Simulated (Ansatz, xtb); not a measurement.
# GaH4OSi2: 3 structures ranked

3 gas-phase structures of GaH4OSi2, found in a search over its isomers (lower ones may exist). Each was relaxed with GFN2-xTB:

A. a doublet given by its coordinates
B. `O1[SiH2][Ga][SiH2]1`, a doublet
C. a doublet given by its coordinates

C (Å):

| atom | x (Å) | y (Å) | z (Å) |
| --- | --- | --- | --- |
| Ga | -0.0851 | -3.0657 | 1.4402 |
| O | -0.1012 | -1.5593 | 0.4769 |
| Si | -0.1338 | -0.1563 | -0.3615 |
| Si | -0.7938 | 1.4297 | 1.1260 |
| H | 1.2374 | 0.0955 | -0.8457 |
| H | -0.9730 | -0.4376 | -1.5447 |
| H | -1.1206 | 2.7672 | 0.6091 |
| H | -1.8607 | 1.1588 | 2.1066 |

Close contacts (Å): Ga1–O2 1.79, O2–Si3 1.63, Si3–Si4 2.27, Si3–H5 1.48, Si3–H6 1.48, Si4–H7 1.47, Si4–H8 1.47.

A (Å):

```xyz
8

Ga    1.3004   -1.6864   -1.2329
O     1.0130   -0.7242    0.2544
Si   -0.4952    2.0604    0.9830
Si    0.7084    0.2137    1.5591
H    -0.0646    3.0118   -0.0608
H    -0.6288    2.8691    2.2012
H     2.0433    0.3800    2.1806
H    -1.8510    1.6690    0.5657
```

Close contacts (Å): Ga1–O2 1.79, O2–Si4 1.64, Si3–Si4 2.28, Si3–H5 1.48, Si3–H6 1.47, Si3–H8 1.47, Si4–H7 1.48.

Question: Estimate their order in r2SCAN-D4/def2-SVP energy at these geometries, lowest first.

Answer: Calculated order at r2SCAN-D4/def2-SVP: C (0.000), A (0.009), B (0.661) eV. Less than 1 kcal/mol parts C and A, so the order within that pair means little.

Energies above the lowest of each column, in eV; the last columns are at PBE0-D3(BJ)/pcseg-1 geometries:

```csv
structure,GFN2-xTB,HF/STO-3G,r2SCAN-D4/def2-SVP,PBE0-D3(BJ)/pcseg-1,CCSD(T)/def2-SVP + ΔMP2/def2-TZVPP
C,0.003,0.227,0.000,0.000,0.000
A,0.000,0.000,0.009,0.008,0.042
B,0.926,0.009,0.661,0.154,0.117
```

CCSD(T)/def2-SVP + ΔMP2/def2-TZVPP has A and C within 1 kcal/mol of each other at the bottom, and every level picks one of them. The ΔMP2 step shifts differences by up to 0.222 eV, which makes them less sure. Open shells are spin-unrestricted, some with notable spin contamination. ΔMP2 is the change of the MP2 energy from the smaller to the larger basis.

Programs: Ansatz 0.2.0, xtb 6.7.1.
